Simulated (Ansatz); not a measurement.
As4P. Total charge 0; doublet. Geometry B3LYP-D4/def2-SVP, basis def2-TZVP, Ansatz.

| atom | x (Å) | y (Å) | z (Å) |
| --- | --- | --- | --- |
| P1 | 1.424 | 0.942 | 0.741 |
| As2 | -0.323 | -0.489 | 1.513 |
| As3 | -0.550 | -1.342 | -0.819 |
| As4 | -1.842 | 0.611 | -0.089 |
| As5 | 1.291 | 0.277 | -1.346 |

```csv
run,HOMO (eV),LUMO (eV)
A,-5.06,-4.13
B,-5.45,-3.96
C,-6.08,-3.31
D,-4.80,-4.01
E,-5.71,-3.68
```

HSE06 is defined as in plane-wave codes, on full-range PBE exchange. Another isomer (doublet) lies 0.72 eV lower at PBE0-D4/def2-TZVP; other spin states weren't run for this one.

HOMO and LUMO are taken over both spins.

Question: The runs used BLYP, HSE06, PBE, PBE0, r2SCAN. Estimate which is which.

Answer: A PBE (0 % exact exchange); B r2SCAN (0 % exact exchange); C PBE0 (25 % exact exchange); D BLYP (0 % exact exchange); E HSE06 (range-separated). Exact exchange lowers occupied and raises empty levels; among semilocal functionals meta-GGAs tend to open the gap a little, and such runs are hard to tell apart. The gap grows from 0.78 eV (BLYP) to 2.77 eV (PBE0).
